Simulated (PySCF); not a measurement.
Radial density of Sn⁺ (tin, charge +1)

BLYP, [Kr] 4d10 5s1 5p2, high-spin 4P determinant (an excited configuration). All numbers are calculated (PySCF 2.14, scalar relativity by spin-free X2C-1e, in ANO-RCC-VTZP (7s6p4d2f1g, 68 functions)).

```tsv
r (bohr)	4πr²ρ (e/bohr)	4πr²(ρα − ρβ)
0.0250	62.61	0.0114
0.0421	55.50	0.0218
0.0708	76.03	0.0480
0.119	72.71	-0.0023
0.200	59.53	0.0551
0.337	56.54	0.0337
0.566	20.19	0.1948
0.953	20.64	-0.0062
1.60	5.021	0.9233
2.70	1.382	1.2086
4.53	0.1910	0.1899
7.63	0.002067	0.0020
12.8	5.839e-05	0.0001
```

Densities and radii are taken from the X2C orbitals without a picture-change correction, which distorts them close to the nucleus.

(1) Where is the radial spin density 4πr²(ρα − ρβ) most negative, and why is it negative at all?

## Answers

(1) Around r = 0.953 bohr, down to -0.0062 e/bohr: exchange with the open shell polarises the paired shells in an unrestricted calculation.
